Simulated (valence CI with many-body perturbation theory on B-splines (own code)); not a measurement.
Sb in brief

Method: relativistic CI+MBPT: five valence electrons over a frozen Dirac-Fock core [Kr] 4d10, a basis of 9 s, 9 p, 8 d, 6 f, 3 g, 1 h functions for each j, with the one-electron correlation potential Σ1, the two-electron term Σ2, the three-electron term Σ3, Breit, model QED; selected CI, second order for the rest, scaled by the run's own slope (own B-spline code, finite nucleus).

Against 18 measured levels this calculation errs by 48 cm⁻¹ on average and by 175 at most. These come from a selection out of the NIST Handbook of Basic Atomic Spectroscopic Data. Levels without a partner in it may be off by more. Among the levels kept, up to 2000 cm⁻¹ of a level comes from second order outside the variational space, and about a tenth of that is noise between levels of different J, which matters for small intervals.

Rates and lifetimes use the calculated energies. Strong lines usually hold to 10 to 20 %, long lifetimes can be off by a factor of two.

**Question.** What is the ground level?

**Answer.** 5s2 5p3 4S°_3/2, composition 91 % 5s2 5p3 4S° + 4 % 5s2 5p3 2P°, g = 1.971.

**Question.** What are the static dipole polarisabilities of the lowest levels?

**Answer.** 5s2 5p3 4S°_3/2 43.4 (tensor -0.29); 5s2 5p3 2D°_3/2 47.0 (tensor -3.4); 5s2 5p3 2D°_5/2 47.5 (tensor -0.88); 5s2 5p3 2P°_1/2 51.1 bohr³, of which the core gives 1.68. The recommended value for the atom is 43 ± 2 bohr³ (Schwerdtfeger and Nagle, table of static dipole polarizabilities (2023 update)).

**Question.** How well does LS coupling describe the low levels?

**Answer.** Among the lowest 20 levels the leading LS term, summed over configurations, holds 72 % on average. For single configurations the figures are 64 % in LS and 67 % in jj coupling. Terms mix most in the J = 3/2 level at 52502 cm⁻¹, where the leading one holds 43 %.

**Question.** Where does the other parity begin?

**Answer.** At 5s2 5p2 6s 4P_1/2, 43205 cm⁻¹.

**Question.** Among levels below 60197 cm⁻¹, which E1 lines absorb most strongly from the ground level?

**Answer.** to 5s2 5p2 6s 4P_5/2 at 207.0 nm, f = 0.183; to 5s2 5p2 6s 4P_3/2 at 217.7 nm, f = 0.118; to 5s2 5p2 5d 4P_5/2 at 187.7 nm, f = 0.117.

**Question.** Name the longest-lived excited levels whose lifetime is computed, and their main decay.

**Answer.** 5s2 5p3 2D°_5/2 at 9841 cm⁻¹ lives 12.0 s, mostly by M1 to 5s2 5p3 4S°_3/2; 5s2 5p3 2D°_3/2 at 8532 cm⁻¹ lives 1.12 s, mostly by M1 to 5s2 5p3 4S°_3/2; 5s2 5p3 2P°_1/2 at 16393 cm⁻¹ lives 236 ms, mostly by M1 to 5s2 5p3 4S°_3/2.

**Question.** What is the ionisation energy?

**Answer.** 8.5758 eV; NIST lists 8.60839 eV (measured).
